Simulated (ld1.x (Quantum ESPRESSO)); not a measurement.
**Reading a pseudo-wave (O)**

Columns: radius, all-electron u(r) and pseudo u(r) of the 2s shell (level -23.82 eV) of oxygen in the configuration [He] 2s1.75 2p4.25; LDA (PZ), non-relativistic, ultrasoft scheme, ld1.x (Quantum ESPRESSO) 7.5.

```csv
r (bohr),all-electron,pseudo
0.138,0.3930,-0.2756
0.276,0.0054,-0.5266
0.414,-0.4240,-0.7323
0.552,-0.7261,-0.8792
0.690,-0.8923,-0.9625
0.828,-0.9540,-0.9863
0.966,-0.9461,-0.9615
1.104,-0.8963,-0.9030
1.242,-0.8241,-0.8259
1.380,-0.7422,-0.7423
1.518,-0.6588,-0.6588
1.656,-0.5784,-0.5784
1.794,-0.5036,-0.5036
1.932,-0.4356,-0.4356
2.070,-0.3750,-0.3750
2.208,-0.3214,-0.3214
2.346,-0.2745,-0.2745
2.484,-0.2338,-0.2338
2.622,-0.1987,-0.1987
2.760,-0.1684,-0.1684
2.898,-0.1426,-0.1426
3.036,-0.1205,-0.1205
3.174,-0.1017,-0.1017
3.312,-0.0857,-0.0857
3.450,-0.0721,-0.0721
3.588,-0.0607,-0.0607
```

**Question.** How many radial nodes do the two functions have?

**Answer.** The all-electron 2s function has n − l − 1 = 1; the pseudo-wave has 0, since the states of the same l below it are removed with the core.

**Question.** At about which radius was the pseudo-wave matched?

**Answer.** 1.44 bohr, where the columns begin to agree (steps of 0.14 bohr).

**Question.** Is the pseudo-wave norm-conserving?

**Answer.** No, it belongs to an ultrasoft set: the norm inside the radius is not constrained, and the difference is carried by the augmentation charge.
